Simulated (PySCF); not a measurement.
[Dy(H2O)2]3+ at several levels of theory

Computed with PySCF 2.14.0 (density fitting, no spin-orbit coupling) at the geometry relaxed with PBE0:

```xyz
7
[Dy(H2O)2]3+ (singlet in the valence; each metal's 4f electrons, 9 of them, lie in its core potential, out of spins and levels)
Dy    0.2938   -1.0635    0.0112
O    -0.0831    0.1724    1.8050
H     0.3102    1.0519    2.0519
H    -0.6632   -0.0330    2.5870
O     0.0228    0.1582   -1.8082
H     0.3006   -0.0538   -2.7401
H    -0.4183    1.0431   -1.9069
```

```json
{"level": "PBE0", "basis": "Dy lcecp-1-SVP with ECP55, O def2-SVP, H def2-SVP", "state": "singlet", "HOMO (eV)": "-26.68", "gap (eV)": "8.02", "charge on Dy1 (e)": "2.22", "population of f-type functions on Dy1 (polarisation alone where 4f lies in the core)": "0.03", "dipole about the centre of mass (D)": "3.26", "largest force component (eV/Å)": "0.02"}
{"level": "TPSS", "basis": "the same", "state": "singlet", "HOMO (eV)": "-24.97", "gap (eV)": "5.58", "charge on Dy1 (e)": "2.16", "population of f-type functions on Dy1 (polarisation alone where 4f lies in the core)": "0.03", "dipole about the centre of mass (D)": "3.47", "largest force component (eV/Å)": "0.39"}
{"level": "PBE0", "basis": "Dy lcecp-1-TZVP with ECP55, O def2-TZVP, H def2-TZVP", "state": "singlet", "HOMO (eV)": "-26.65", "gap (eV)": "8.07", "charge on Dy1 (e)": "2.38", "population of f-type functions on Dy1 (polarisation alone where 4f lies in the core)": "0.04", "dipole about the centre of mass (D)": "3.30", "largest force component (eV/Å)": "0.28"}
```

In the lcecp rows the 4f levels are missing from HOMO and gap, and the state counts the valence alone.

Charges are Mulliken's, which hang on the basis. The relaxation used the grid (50, 194), these runs (75, 302) or, all-electron (x2c bases, spin-free X2C Hamiltonian), (99, 590).

Problem. What does BP86 with Dy lcecp-1-SVP with ECP55, O def2-SVP, H def2-SVP give here?

Solution. state singlet, HOMO (eV) -25.03, gap (eV) 5.38, charge on Dy1 (e) 2.12, population of f-type functions on Dy1 (polarisation alone where 4f lies in the core) 0.03, dipole about the centre of mass (D) 3.56, largest force component (eV/Å) 0.50. Time: 3.6 s on 2 threads of Arm Neoverse V1, on a shared host, from an already converged density.

In the first row's basis the gap widens with exact exchange: 5.4 to 5.6 eV for BP86, TPSS (none); 8.0 eV for PBE0 (a fixed share).

An lcecp potential fixes the number of 4f electrons, so in runs with it no electron can move into or out of that shell.
